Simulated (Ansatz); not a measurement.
Si(OSiH3)2(NHSiH3)(Me) (CH13NO2Si4), SMILES [SiH3]O[Si](C)(N[SiH3])O[SiH3].

Geometry optimised at B3LYP-D3(BJ)/def2-SVP. Other conformers were not sampled.

Two levels are set side by side: PBE/def2-SVPD (Ansatz, a first-principles code) and PBE0/def2-SVPD (Ansatz). Energy differences of separate SCF runs at the same geometry; the states with an electron removed or added have multiplicity 2 and 2. Differences are taken from unrounded values.

```tsv
quantity	PBE0	PBE	PBE minus PBE0
vertical ionisation energy (eV)	9.40	8.88	-0.52
vertical singlet–triplet gap (eV)	6.01	5.53	-0.48
```
